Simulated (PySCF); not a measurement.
1-butanol (C4H10O), SMILES CCCCO.

Geometry optimised at PBE-D3(BJ)/def2-SVP. Other conformers were not sampled.

Calculation: PBE-D3(BJ)/def2-SVP run with PySCF.

No scaling factor is applied to the harmonic values.

Problem. Give all harmonic wavenumbers and intensities. (The exact figures need the calculation; the answer reports its results.)

Solution. 
```csv
mode,ν (cm⁻¹),IR (km/mol),moving atoms (share of kinetic energy)
1,113,2.9,"C 52 %, H 47 %"
2,116,2.7,"H 39 %, C 36 %, O 25 %"
3,180,2.1,"C 50 %, H 28 %, O 22 %"
4,252,1.6,"H 89 %, C 11 %"
5,277,109.4,H 93 %
6,390,0.1,"C 64 %, H 28 %, O 8 %"
7,434,11.4,"C 42 %, O 36 %, H 21 %"
8,733,3.3,H 93 %
9,792,1.3,"H 89 %, C 11 %"
10,888,12.3,"H 58 %, C 41 %"
11,920,0.0,"H 87 %, C 12 %"
12,1001,1.8,"C 70 %, H 27 %"
13,1048,46.4,"C 45 %, H 45 %, O 10 %"
14,1070,28.5,"C 53 %, H 34 %, O 14 %"
15,1098,24.1,"C 52 %, H 32 %, O 16 %"
16,1144,1.9,"H 55 %, C 43 %"
17,1196,0.0,"H 76 %, C 22 %"
18,1203,32.5,"H 76 %, C 23 %"
19,1258,28.7,"H 74 %, C 22 %"
20,1260,0.6,"H 91 %, C 9 %"
21,1268,0.3,"H 91 %, C 9 %"
22,1336,4.3,"H 68 %, C 31 %"
23,1353,2.5,"H 66 %, C 34 %"
24,1411,6.6,"H 68 %, C 30 %"
25,1414,0.4,"H 89 %, C 11 %"
26,1420,7.0,H 97 %
27,1423,0.9,"H 92 %, C 8 %"
28,1434,4.5,"H 92 %, C 8 %"
29,1460,5.1,"H 91 %, C 9 %"
30,2868,70.4,H 95 %
31,2898,66.9,"H 90 %, C 10 %"
32,2951,19.2,H 95 %
33,2964,15.1,H 96 %
34,2967,52.7,H 96 %
35,2988,4.8,"H 91 %, C 9 %"
36,3019,37.7,"H 90 %, C 10 %"
37,3050,36.9,"H 91 %, C 9 %"
38,3058,25.6,"H 91 %, C 9 %"
39,3723,20.0,H 94 %
```
